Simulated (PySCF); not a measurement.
A geometry optimisation, step by step.

WS2(NH2)2 (singlet state).
Bonds: W1–S2, W1–S3, W1–N4, W1–N7. Hydrogens: H5, H6 on N4; H8, H9 on N7.

Computed by this run: PySCF, PBE0-D3(BJ)/def2-SVP geometry optimisation, gas phase, def2 core potentials past Kr; density fitting, grid level 1; the optimiser is geomeTRIC in internal coordinates, started from a GFN2-xTB structure with every atom displaced at random (about 0.03 Å). The frame can shift and turn from step to step; on so coarse a grid that alone can change the energy by a few meV, and forces under 0.02 eV/Å are noise.

Step 0: E = -26525.5632 eV, largest atomic force 3.412 eV/Å
```
atom  x, y, z in Å  |  force x, y, z in eV/Å
W1      0.502   -0.076    0.316   -2.006   2.568   1.011
S2      0.452   -0.003    2.480    0.060  -0.154  -0.828
S3      2.435   -0.013   -0.459    1.423  -0.223  -0.554
N4     -0.310    1.672   -0.304   -2.072   0.067   2.131
H5     -0.178    2.176   -1.170    0.397  -0.152  -0.371
H6     -1.124    2.218    0.218    2.312  -1.838  -1.198
N7     -0.389   -1.671   -0.279   -0.196   1.435   1.644
H8     -1.073   -2.183    0.231   -0.841  -0.283   0.861
H9     -0.182   -2.190   -1.060    0.923  -1.421  -2.696
```

Step 1: E = -26526.0086 eV, largest atomic force 1.475 eV/Å
```
atom  x, y, z in Å  |  force x, y, z in eV/Å
W1      0.484    0.000    0.324    1.127  -0.948  -0.081
S2      0.424    0.036    2.451   -0.093  -0.015   0.344
S3      2.477   -0.006   -0.453   -0.120  -0.056   0.038
N4     -0.308    1.607   -0.286   -0.897   0.978  -0.370
H5     -0.177    2.101   -1.165    0.154  -0.111  -0.006
H6     -1.073    2.025    0.238   -0.035   0.097   0.031
N7     -0.406   -1.607   -0.294   -0.152  -0.035   0.131
H8     -1.108   -2.070    0.279    0.007  -0.015  -0.107
H9     -0.181   -2.155   -1.120    0.009   0.104   0.020
```

Step 2: E = -26526.0486 eV, largest atomic force 0.562 eV/Å
```
atom  x, y, z in Å  |  force x, y, z in eV/Å
W1      0.513   -0.013    0.343   -0.043   0.383  -0.289
S2      0.442    0.012    2.480   -0.016  -0.025  -0.085
S3      2.502   -0.038   -0.447   -0.186  -0.020   0.081
N4     -0.342    1.626   -0.289    0.238  -0.508  -0.031
H5     -0.187    2.093   -1.178    0.148  -0.118   0.000
H6     -1.099    2.072    0.209   -0.218   0.112   0.231
N7     -0.401   -1.607   -0.279    0.024  -0.071   0.007
H8     -1.120   -2.085    0.263    0.067   0.078  -0.072
H9     -0.174   -2.129   -1.126   -0.015   0.171   0.158
```

Step 3: E = -26526.0622 eV, largest atomic force 0.229 eV/Å
```
atom  x, y, z in Å  |  force x, y, z in eV/Å
W1      0.517   -0.009    0.344   -0.083   0.194   0.091
S2      0.440    0.012    2.481   -0.003  -0.013  -0.038
S3      2.498   -0.037   -0.446    0.077  -0.007  -0.036
N4     -0.348    1.605   -0.286   -0.173   0.000   0.048
H5     -0.173    2.056   -1.180    0.085  -0.034  -0.017
H6     -1.110    2.069    0.207    0.115  -0.079  -0.015
N7     -0.399   -1.592   -0.272   -0.039  -0.174  -0.045
H8     -1.123   -2.077    0.251    0.002   0.055   0.008
H9     -0.168   -2.098   -1.125    0.019   0.059   0.006
```

Step 4: E = -26526.0650 eV, largest atomic force 0.097 eV/Å
```
atom  x, y, z in Å  |  force x, y, z in eV/Å
W1      0.516   -0.004    0.350   -0.003  -0.044   0.036
S2      0.434    0.012    2.485   -0.006  -0.001   0.006
S3      2.499   -0.029   -0.442    0.025   0.004  -0.009
N4     -0.356    1.596   -0.287   -0.073   0.036  -0.051
H5     -0.162    2.039   -1.181    0.031   0.002   0.006
H6     -1.114    2.063    0.203    0.009   0.009   0.013
N7     -0.396   -1.590   -0.272    0.025  -0.035   0.014
H8     -1.126   -2.070    0.247   -0.015   0.015   0.001
H9     -0.163   -2.086   -1.129    0.007   0.014  -0.017
```

Step 5: E = -26526.0658 eV, largest atomic force 0.038 eV/Å
```
atom  x, y, z in Å  |  force x, y, z in eV/Å
W1      0.514   -0.004    0.354    0.021  -0.022  -0.007
S2      0.425    0.011    2.489   -0.007   0.002   0.017
S3      2.499   -0.024   -0.435   -0.012   0.004   0.012
N4     -0.363    1.592   -0.290   -0.023  -0.002  -0.029
H5     -0.153    2.033   -1.181    0.003   0.017   0.013
H6     -1.118    2.065    0.198    0.008   0.014  -0.004
N7     -0.390   -1.593   -0.272    0.030  -0.006   0.023
H8     -1.126   -2.069    0.242   -0.013  -0.004  -0.011
H9     -0.155   -2.081   -1.131   -0.006  -0.004  -0.013
```

Step 6: E = -26526.0662 eV, largest atomic force 0.052 eV/Å
```
atom  x, y, z in Å  |  force x, y, z in eV/Å
W1      0.509   -0.004    0.359    0.002  -0.014  -0.010
S2      0.409    0.012    2.493   -0.006   0.005  -0.001
S3      2.498   -0.016   -0.421   -0.017   0.002   0.018
N4     -0.371    1.588   -0.296    0.030  -0.041  -0.014
H5     -0.140    2.033   -1.180   -0.014   0.025   0.009
H6     -1.121    2.070    0.190   -0.009   0.019  -0.002
N7     -0.382   -1.600   -0.270    0.030   0.023   0.019
H8     -1.126   -2.074    0.233   -0.006  -0.007  -0.010
H9     -0.143   -2.079   -1.133   -0.009  -0.012  -0.008
```

Step 7: E = -26526.0663 eV, largest atomic force 0.058 eV/Å
```
atom  x, y, z in Å  |  force x, y, z in eV/Å
W1      0.504   -0.004    0.362    0.003   0.014  -0.021
S2      0.388    0.016    2.496   -0.007   0.004   0.006
S3      2.499   -0.009   -0.402   -0.011  -0.002   0.015
N4     -0.376    1.584   -0.303    0.039  -0.043   0.006
H5     -0.130    2.038   -1.178   -0.017   0.017   0.005
H6     -1.123    2.072    0.181   -0.008   0.010  -0.008
N7     -0.373   -1.607   -0.270    0.010   0.019   0.004
H8     -1.125   -2.079    0.223    0.000  -0.008  -0.008
H9     -0.130   -2.082   -1.135   -0.007  -0.011   0.002
```

Step 8: E = -26526.0663 eV, largest atomic force 0.029 eV/Å
```
atom  x, y, z in Å  |  force x, y, z in eV/Å
W1      0.501   -0.004    0.364   -0.002   0.006   0.003
S2      0.368    0.021    2.497   -0.005   0.001  -0.008
S3      2.501   -0.005   -0.383   -0.003  -0.002   0.006
N4     -0.377    1.581   -0.309    0.022  -0.015   0.011
H5     -0.123    2.044   -1.177   -0.008   0.004  -0.003
H6     -1.125    2.071    0.174   -0.006  -0.002  -0.006
N7     -0.366   -1.611   -0.271   -0.003   0.014  -0.006
H8     -1.125   -2.082    0.214    0.003  -0.003  -0.001
H9     -0.120   -2.085   -1.135    0.001  -0.004   0.005
```

Task: Summarise the path.

Result: The energy falls by 48.54 kJ/mol from step 0 to step 8; nine tenths of that is first reached at step 2. It falls at every step. The largest force goes from 3.412 to 0.029 eV/Å. Among the bonds N4–H6 changes most, from 1.111 to 1.016 Å; the atoms move by 0.103 Å rms after alignment.

Task: Follow the three bonds and two angles with the largest change from start to end.

Result: 
| step | E above end (kJ/mol) | largest force (eV/Å) | N4–H6 (Å) | W1–N4 (Å) | N7–H9 (Å) | H5–N4–H6 (°) | W1–N4–H5 (°) |
| --- | --- | --- | --- | --- | --- | --- | --- |
| 0 | 48.54 | 3.412 | 1.111 | 2.025 | 0.960 | 104.7 | 129.8 |
| 1 | 5.56 | 1.475 | 1.017 | 1.892 | 1.017 | 110.0 | 129.6 |
| 2 | 1.71 | 0.562 | 1.010 | 1.954 | 1.021 | 110.0 | 127.0 |
| 3 | 0.40 | 0.229 | 1.019 | 1.937 | 1.017 | 110.7 | 125.4 |
| 4 | 0.12 | 0.097 | 1.016 | 1.930 | 1.016 | 111.5 | 124.4 |
| 5 | 0.05 | 0.038 | 1.016 | 1.931 | 1.016 | 111.9 | 123.9 |
| 6 | 0.01 | 0.052 | 1.015 | 1.933 | 1.016 | 112.0 | 123.5 |
| 7 | 0.00 | 0.058 | 1.016 | 1.934 | 1.016 | 112.0 | 123.6 |
| 8 | 0.00 | 0.029 | 1.016 | 1.933 | 1.016 | 111.8 | 123.9 |

The cost below is that of the whole optimisation. Time: 78 s of wall time; peak memory 0.48 GiB. Hardware: Arm Neoverse V1, one thread, on a shared host.
